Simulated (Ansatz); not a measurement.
Geometry optimisation, DFT PBE-D3(BJ), scalar-relativistic, plane waves, PAW (Ansatz 0.2.0).

Input:

```yaml
crystal:
  lattice:
    - [4.58, 0.0, 0.0]
    - [3.435, 5.949595, 0.0]
    - [0.0, 0.0, 15.58843]
  atoms:
    - { symbol: Be, position: [0.0, 0.0, 0.0641501] }
    - { symbol: Be, position: [0.5, 0.0, 0.0641501] }
    - { symbol: Be, position: [0.0, 0.3333333, 0.0641501] }
    - { symbol: Be, position: [0.5, 0.3333333, 0.0641501] }
    - { symbol: Be, position: [0.0, 0.6666667, 0.0641501] }
    - { symbol: Be, position: [0.5, 0.6666667, 0.0641501] }
    - { symbol: Be, position: [-0.1666667, 0.2222222, 0.1792493] }
    - { symbol: Be, position: [0.3333333, 0.2222222, 0.1792493] }
    - { symbol: Be, position: [-0.1666667, 0.5555556, 0.1792493] }
    - { symbol: Be, position: [0.3333333, 0.5555556, 0.1792493] }
    - { symbol: Be, position: [-0.1666667, 0.8888889, 0.1792493] }
    - { symbol: Be, position: [0.3333333, 0.8888889, 0.1792493] }
    - { symbol: Be, position: [0.0, 0.0, 0.2943484] }
    - { symbol: Be, position: [0.5, 0.0, 0.2943484] }
    - { symbol: Be, position: [0.0, 0.3333333, 0.2943484] }
    - { symbol: Be, position: [0.5, 0.3333333, 0.2943484] }
    - { symbol: Be, position: [0.0, 0.6666667, 0.2943484] }
    - { symbol: Be, position: [0.5, 0.6666667, 0.2943484] }
    - { symbol: "N", position: [0.7381589, 0.0055464, 0.3783851] }
basis:
  ecutwfc: 420.0
kpoints:
  mp_grid: { grid: [5, 4, 1] }
hamiltonian:
  xc: pbe
  dispersion: d3bj
scf:
  occupations: { method: fermi_dirac, width: 0.1 }
  lower_state_search: "off"
relax:
  f_tol: 0.03
  max_steps: 60
  adjacent_minimum: "off"
  constraints: [{ sites: [0, 1, 2, 3, 4, 5] }]
```

Launched with:

```bash
$ ansatz run input.yaml --threads 1 --pin off --max-ram 3072MiB --backend cpu --events-out ev --progress --plain --runs-dir out
```

Task: Where does it end, and by what steps?

Result: It converged. Limits of this set-up: coarse k mesh, thin slab, slab without dipole correction, odd electron count without spin. After 10 steps the energy has fallen by 1.345 eV; Be16 moved furthest, 0.59 Å. Joined: Be16–N19, Be17–N19.

```json
{"step": "0", "energy less start (eV)": "0.0000", "largest force component (eV/Å)": "3.359", "accepted": "yes"}
{"step": "1", "energy less start (eV)": "-0.5633", "largest force component (eV/Å)": "2.417", "accepted": "yes"}
{"step": "2", "energy less start (eV)": "-0.9689", "largest force component (eV/Å)": "1.457", "accepted": "yes"}
{"step": "3", "energy less start (eV)": "-1.2436", "largest force component (eV/Å)": "0.669", "accepted": "yes"}
{"step": "4", "energy less start (eV)": "-1.2975", "largest force component (eV/Å)": "0.503", "accepted": "yes"}
{"step": "5", "energy less start (eV)": "-1.3253", "largest force component (eV/Å)": "0.297", "accepted": "yes"}
{"step": "6", "energy less start (eV)": "-1.3378", "largest force component (eV/Å)": "0.112", "accepted": "yes"}
{"step": "7", "energy less start (eV)": "-1.3109", "largest force component (eV/Å)": "0.201", "accepted": "no"}
{"step": "8", "energy less start (eV)": "-1.3434", "largest force component (eV/Å)": "0.060", "accepted": "yes"}
{"step": "9", "energy less start (eV)": "-1.3449", "largest force component (eV/Å)": "0.035", "accepted": "yes"}
{"step": "10", "energy less start (eV)": "-1.3454", "largest force component (eV/Å)": "0.015", "accepted": "yes"}
```

```xyz
19
Lattice="4.5800 0.0000 0.0000 3.4350 5.9496 0.0000 0.0000 0.0000 15.5884" Properties=species:S:1:pos:R:3
Be 0.000 0.000 1.000
Be 2.290 0.000 1.000
Be 1.145 1.983 1.000
Be 3.435 1.983 1.000
Be 2.290 3.966 1.000
Be 4.580 3.966 1.000
Be 0.027 1.375 2.860
Be 2.301 1.352 2.797
Be 1.142 3.320 2.783
Be 3.384 3.291 2.855
Be 2.271 5.307 2.746
Be 4.564 5.224 2.824
Be 0.146 -0.145 4.593
Be 2.123 0.030 4.581
Be 1.290 2.148 4.583
Be 3.494 1.537 4.965
Be 2.204 4.200 5.076
Be 4.613 3.838 4.583
N 3.425 -0.130 5.448
```

Whether the end is a true minimum wasn't checked by a vibrational analysis.

Run time: 2.1 min on 1 thread of Arm Neoverse V1 (shared host), peak memory 0.53 GiB.
